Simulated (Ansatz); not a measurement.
`[OH][Ga]([SH])[Cl]` + `CN(C)[Si]O` → `C[N](C)[Ga]([OH])[Cl]` + `O[Si]S`  (redistribution)

Program: Ansatz. Geometries: PBE0-D4/def2-TZVP. ΔE: electronic, gas phase. CCSD(T)/CBS adds triple-zeta CCSD(T) − MP2 to the extrapolated MP2 energy (def2 sets, frozen cores). This one scheme is used for every species. DFT in def2-TZVPP. B3LYP here is the variant with VWN-RPA as its local correlation; programs differ in this. For Ga outer-core shells are correlated without core-valence functions, which leaves a few kJ/mol of doubt a bond. Scalar relativity is left out up to krypton. Each species was taken in one conformer, which may not be the lowest.

(1) Is it downhill or uphill in electronic energy at CCSD(T)/CBS, and by how much? (Best estimate.)

(2) What do these levels give: PBE-D4, r2SCAN-D4, PBE0-D4, B3LYP-D4, ωB97M-V, PBE, r2SCAN, HF/def2-TZVPP, MP2/def2-TZVPP, SCS-MP2/def2-TZVPP, CCSD(T)/def2-TZVPP, HF/def2-QZVPP? (An estimate is asked.)

Largest T1 diagnostic among the species: 0.015.

Answers

(1) The calculation gave: Uphill: ΔE = +58.8 kJ/mol.

(2) Computed: PBE-D4 60.2, r2SCAN-D4 64.3, PBE0-D4 63.2, B3LYP-D4 61.9, ωB97M-V 63.6, PBE 60.5, r2SCAN 64.5, HF/def2-TZVPP 66.4, MP2/def2-TZVPP 61.6, SCS-MP2/def2-TZVPP 60.8, CCSD(T)/def2-TZVPP 60.6, HF/def2-QZVPP 66.0 kJ/mol.

From PBE to PBE0 (25 % exact exchange), in def2-TZVPP and without D4, ΔE moves by +3.1 kJ/mol. In def2-TZVPP, CCSD(T) changes the Hartree–Fock value by −5.7 kJ/mol (the triples alone add −0.1 kJ/mol) and MP2 by −4.7 kJ/mol.
